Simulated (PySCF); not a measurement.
C2H8O2Si, SMILES C[Si@H](O)CO. Geometry: PBE-D3(BJ)/def2-SVP. The structure was generated by enumeration; whether it is a known compound was not checked. Other conformers were not sampled.

Computed with PBE-D3(BJ)/def2-SVP (PySCF 2.14.0).

Harmonic wavenumbers (cm⁻¹): 100, 139, 145, 205, 223, 267, 353, 501, 601, 641, 665, 718, 757, 797, 825, 867, 913, 1042, 1142, 1217, 1230, 1367, 1378, 1382, 1410, 2134, 2867, 2971, 3002, 3068, 3077, 3618, 3783. Rotational constants (GHz): 6.077, 2.661, 2.064; symmetry number 1.

**Question.** Work out the zero-point energy and the ideal-gas rigid-rotor harmonic-oscillator thermochemistry at 298.15 K and 1 atm.

**Answer.** ZPE = ½ Σ hcν = ½ × 43403 cm⁻¹ = 259.60 kJ/mol. H − E(el) = 283.11 kJ/mol. Entropy in J/(mol K): translation 165.16, rotation 111.58, vibration 80.11, total 356.85. G − E(el) = 176.71 kJ/mol. Cp = 125.59 J/(mol K). Modes under 150 cm⁻¹ make the vibrational entropy uncertain.
